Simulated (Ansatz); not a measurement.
Reaction (redistribution): `C[Si](O)([SiH3])S` + `[SiH3]C[SeH]` → `O[Si]([SiH3])([SiH3])S` + `CC[SeH]`

Isolated molecules relaxed with PBE0-D4/def2-TZVP in Ansatz; ΔE leaves out vibrations. CBS: MP2 limit from def2 TZ/QZ plus the TZ coupled-cluster correction, frozen cores. DFT in def2-TZVPP. For Se outer-core shells are correlated without core-valence functions, which leaves a few kJ/mol of doubt a bond. Scalar relativity is left out up to krypton. Each species was taken in one conformer, which may not be the lowest.

Task: Is it downhill or uphill in electronic energy at CCSD(T)/CBS, and by how much? (Estimate.)

Result: Ansatz gave: Uphill: ΔE = +0.47 eV.

Task: What do these levels give: r2SCAN-D4, ωB97M-V, B2PLYP, CCSD(T)/def2-TZVPP, SCS-MP2/def2-QZVPP, CCSD/CBS(def2)? (An estimate is asked.)

Result: Ansatz gave: r2SCAN-D4 0.43, ωB97M-V 0.53, B2PLYP 0.47, CCSD(T)/def2-TZVPP 0.46, SCS-MP2/def2-QZVPP 0.52, CCSD/CBS(def2) 0.48 eV.

Largest T1 diagnostic among the species: 0.013.

From PBE to PBE0 (25 % exact exchange), in def2-TZVPP and without D4, ΔE moves by +0.05 eV.
